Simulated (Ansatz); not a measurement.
Consider the ligand exchange at a V–O bond: `[O]=[V]([OH])([Cl])[Cl]` + HCl → vanadium oxytrichloride + H₂O.

Computed with Ansatz on PBE0-D4/def2-TZVP structures; ΔE is electronic, products minus reactants. CCSD(T)/CBS is the MP2 limit (def2-TZVPP, def2-QZVPP) plus CCSD(T) − MP2 in def2-TZVPP, frozen cores. This one scheme is used for every species. Functionals use def2-TZVPP. For V outer-core shells are correlated without core-valence functions, which leaves a few kJ/mol of doubt a bond. Scalar relativity is left out up to krypton. One conformer a species, not always the lowest.

`[O]=[V]([OH])([Cl])[Cl]`:

Z-matrix (Å, degrees):
```
V
O 1 1.737
Cl 1 2.143 2 110.2
O 1 1.544 2 108.4 3 118.7
Cl 1 2.143 2 110.2 3 -122.6
H 2 0.963 1 122.9 3 -118.7
```

HCl:

Cartesian coordinates in Å:
```
Cl -0.010 -0.629 0.116
H 0.010 0.629 -0.116
```

`[O]=[V]([Cl])([Cl])[Cl]`:

Cartesian coordinates in Å:
```
O 1.017 1.016 -0.771
V 0.058 0.058 -0.044
Cl 0.908 -0.434 1.843
Cl -0.176 -1.687 -1.239
Cl -1.808 1.048 0.210
```

H₂O:

```xyz
3

O     0.178    0.338   -0.074
H     0.461   -0.350    0.532
H    -0.639    0.012   -0.458
```

CCSD(T)/CBS gives -0.13 eV.

Q: Another level gave -0.06 eV. Which?
A. ωB97M-V/def2-TZVPP
B. PBE0/def2-TZVPP
C. PBE-QIDH/def2-TZVPP
D. ωB97X-V/def2-TZVPP

A: A. ωB97M-V -0.06, PBE-QIDH -0.22, ωB97X-V -0.01, PBE0 -0.10 eV.

Largest T1 diagnostic among the species: 0.032, so the coupled-cluster value is less sure than usual.

At CCSD(T), def2-SVP lies +0.19 eV from the extrapolated value and def2-TZVPP +0.05 eV. Leaving LDA and LC-ωPBE aside and taking each functional with its dispersion term where it has one, the values spread over 0.21 eV, from PBE-QIDH to ωB97X-V. In def2-TZVPP, CCSD(T) changes the Hartree–Fock value by −0.07 eV (the triples alone add −0.04 eV) and MP2 by −0.37 eV.
